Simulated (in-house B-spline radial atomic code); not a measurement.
A fraction x of an electron is removed from 3d in Mn+, starting from [Ar] 3d5 4s1 and keeping the highest spin. Computed with an all-electron radial atomic-structure program (B-spline basis): scalar-relativistic (X2C) AM05, spin-polarised, spherical fractional occupations, Fermi nucleus of rms radius 3.7057 fm.

| x | E(x) - E(0) (eV) | 3d up level (eV) |
| --- | --- | --- |
| 0 | 0.0000 | -16.386 |
| 0.05 | 0.8368 | -17.086 |
| 0.15 | 2.6164 | -18.511 |
| 0.29 | 5.3506 | -20.560 |
| 0.38 | ? | ? |
| 0.5 | 10.0004 | -23.746 |
| 0.58 | ? | ? |
| 0.68 | 14.5285 | -26.582 |
| 0.85 | 19.2811 | -29.344 |
| 0.97 | 22.9219 | -31.342 |
| 1 | 23.8697 | -31.847 |

Question: What belongs in the row x = 0.38?

Answer: An energy change of 7.2615 eV; 3d up at -21.909 eV.

Question: What belongs in the row x = 0.58?

Answer: An energy change of 11.9499 eV; 3d up at -24.995 eV.

Question: Check Janak's theorem between x = 0.05 and 0.15.

Answer: The slope of the energy is 17.80 eV; the orbital levels give 17.80 eV (-ε of the emptying orbital, averaged over the two points).
